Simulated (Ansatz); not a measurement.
Basis-set series for `C#CO[SiH2]F`. The species carries charge 0 and has multiplicity 1. The structure was optimised at the PBE0-D4/def2-TZVP level. It is one conformer, not always the lowest.

```csv
atom,x (Å),y (Å),z (Å)
C1,2.106,-0.064,0.898
C2,1.124,-0.437,0.323
O3,0.069,-0.853,-0.301
Si4,-1.266,0.124,-0.506
F5,-2.286,-0.783,-1.305
H6,2.984,0.254,1.406
H7,-0.898,1.294,-1.325
H8,-1.834,0.465,0.811
```

| functional | basis | functions | energy (Eh) | HOMO (eV) | LUMO (eV) |
| --- | --- | --- | --- | --- | --- |
| PBE0-D4 | def2-SVP | 89 | -541.89683 | -7.48 | 0.41 |
| PBE0-D4 | def2-QZVPP | 388 | -542.33777 | -7.57 | -0.28 |
| ωB97M-V | def2-SVP | 89 | -542.18881 | -9.73 | 2.41 |
| ωB97M-V | def2-QZVPP | 388 | -542.63553 | -9.85 | 1.21 |

Q: Give the rows for def2-TZVPP. (An estimate is asked.)

A: Computed: 
| functional | basis | functions | energy (Eh) | HOMO (eV) | LUMO (eV) |
| --- | --- | --- | --- | --- | --- |
| PBE0-D4 | def2-TZVPP | 208 | -542.31313 | -7.55 | -0.10 |
| ωB97M-V | def2-TZVPP | 208 | -542.61301 | -9.83 | 1.65 |

Positive LUMOs are unbound and depend on the basis.
